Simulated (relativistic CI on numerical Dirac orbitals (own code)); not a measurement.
Electric-dipole transitions in Tb XLIV

These numbers are calculated, not measured: Dirac-Coulomb-Breit CI, orbitals from a KLI potential per configuration, model QED (radiative potential, 1s self-energy scaled to tabulated hydrogen-like ionisation energies), unscaled Slater integrals (own radial code, finite nucleus).

Configuration list (outside the closed core [Ne]): 3s2.3p6.3d4, 3s2.3p5.3d5, 3s.3p6.3d5, 3s2.3p6.3d3.4s, 3s2.3p6.3d3.4p, 3s2.3p6.3d3.4d, 3s2.3p5.3d4.4s, 3s2.3p6.3d3.4f, 3s2.3p5.3d4.4p, 3s.3p6.3d4.4s, 3p6.3d5.4p, 3s.3p6.3d4.4p, 3s2.3p6.3d2.4s.4p, 3s2.3p6.3d3.5s, 3s.3p6.3d4.4d, 3s2.3p6.3d3.5p, 3s2.3p6.3d3.5d, 3s2.3p6.3d3.5g, 3s2.3p6.3d3.6s, 3p6.3d6, 3p5.3d7, 3p5.3d6.4s, 3p6.3d5.4s, 3p5.3d5.4s2, 3s2.3p6.3d2.4s2, 3s2.3p6.3d.4s2.4p, 3s2.3p6.3d.4s2.4d, 3s2.3p6.3d2.4p2, 3s2.3p6.3d.4s.4p2, 3s2.3p6.3d.4p3, 3s2.3p6.3d.4p2.4d, 3s2.3p5.3d2.4s.4p2, 3s2.3p6.3d2.4s.4d, 3s2.3p6.3d.4s.4p.4d, 3s2.3p6.3d.4s.4d2, 3s2.3p5.3d2.4s2.4d, 3s.3p6.3d3.4s2, 3s.3p6.3d2.4s2.4p, 3s.3p6.3d2.4s2.4d. Double excitations out of closed p, d and f shells are left out; levels of such configurations are missing from the list, as are those of other unlisted configurations, and high levels can miss mixing partners. These lack a partner that the ground configuration has and come out too high: 3s2.3p5.3d4.4p.

| λ vac (Å) | Lower | Upper | A (s⁻¹) | gf | Branching (%) |
| --- | --- | --- | --- | --- | --- |
| 26.227 | 3s2.3p6.3d4 3H_6 [11] | 3s2.3p5.3d5 3G°_5 [198] | 3.09e+12 | 3.50e+00 | 72.6 |
| 26.588 | 3s2.3p6.3d4 1I_6 [23] | 3s2.3p5.3d5 3G°_5 [220] | 2.06e+12 | 2.40e+00 | 88.9 |
| 26.708 | 3s2.3p6.3d4 3F_4 [3] | 3s2.3p5.3d5 3D°_3 [176] | 2.37e+12 | 1.78e+00 | 64.2 |
| 26.955 | 3s2.3p6.3d4 1I_6 [23] | 3s2.3p5.3d5 3H°_6 [215] | 2.28e+12 | 3.23e+00 | 80.0 |
| 26.961 | 3s2.3p6.3d4 3F_3 [5] | 3s2.3p5.3d5 3D°_3 [176] | 9.25e+11 | 7.06e-01 | 25.0 |
| 27.257 | 3s2.3p6.3d4 5D_2 [4] | 3s2.3p5.3d5 5P°_2 [174] | 1.25e+12 | 6.97e-01 | 39.3 |
| 27.728 | 3s2.3p6.3d4 3G_4 [13] | 3s2.3p5.3d5 3G°_4 [186] | 1.17e+12 | 1.21e+00 | 75.1 |
| 27.907 | 3s2.3p6.3d4 3H_5 [10] | 3s2.3p5.3d5 3H°_5 [180] | 8.69e+11 | 1.12e+00 | 57.3 |
| 27.972 | 3s2.3p6.3d4 3H_6 [11] | 3s2.3p5.3d5 3H°_6 [181] | 1.40e+12 | 2.13e+00 | 86.1 |
| 37.195 | 3s2.3p6.3d4 3F_4 [3] | 3s2.3p5.3d5 3F°_3 [87] | 4.07e+11 | 5.90e-01 | 42.5 |
| 37.204 | 3s2.3p6.3d4 1I_6 [23] | 3s2.3p5.3d5 3G°_5 [160] | 8.96e+11 | 2.05e+00 | 80.0 |
| 37.247 | 3s2.3p6.3d4 3H_6 [11] | 3s2.3p5.3d5 3G°_5 [128] | 7.06e+11 | 1.62e+00 | 83.6 |
| 37.417 | 3s2.3p6.3d4 3F_4 [3] | 3s2.3p5.3d5 3F°_4 [84] | 8.67e+11 | 1.64e+00 | 92.5 |
| 37.687 | 3s2.3p6.3d4 3F_3 [5] | 3s2.3p5.3d5 3F°_3 [87] | 5.33e+11 | 7.94e-01 | 55.7 |
| 37.748 | 3s2.3p6.3d4 3H_4 [8] | 3s2.3p5.3d5 3G°_4 [113] | 4.64e+11 | 8.93e-01 | 52.3 |
| 38.005 | 3s2.3p6.3d4 3P_0 [1] | 3s2.3p5.3d5 3D°_1 [44] | 9.48e+11 | 6.16e-01 | 98.9 |
| 38.402 | 3s2.3p6.3d4 3H_5 [10] | 3s2.3p5.3d5 3G°_5 [112] | 6.47e+11 | 1.57e+00 | 77.9 |
| 38.529 | 3s2.3p6.3d4 5D_2 [4] | 3s2.3p5.3d5 5F°_2 [73] | 5.95e+11 | 6.62e-01 | 74.7 |
| 38.625 | 3s2.3p6.3d4 3H_6 [11] | 3s2.3p5.3d5 3H°_6 [114] | 7.24e+11 | 2.11e+00 | 88.4 |
| 39.264 | 3s2.3p6.3d4 3F_3 [5] | 3s2.3p5.3d5 3G°_4 [70] | 4.48e+11 | 9.33e-01 | 96.6 |

Terms are leading LS components. Brackets give the number of a level in order of energy, since labels repeat. The list gives strong lines, with weight on those to low levels, without lines whose two gauges differ by over a factor of 2.5, among the lowest 400 of 7752 levels, so that lines to higher ones, which can be the strongest, are missing. Levels whose partners in the same complex of configurations lie outside the list can be far off, and so can their lines. Rates are taken at the computed energies, electric ones in the length gauge.

At this charge energies of transitions that change n are usually good to better than 1 %, and those within a shell (Δn = 0) to a few per cent.

LS names give the leading component of a level, which can be under half, so a name can repeat, a term be missing and a line seem to break the LS rules.
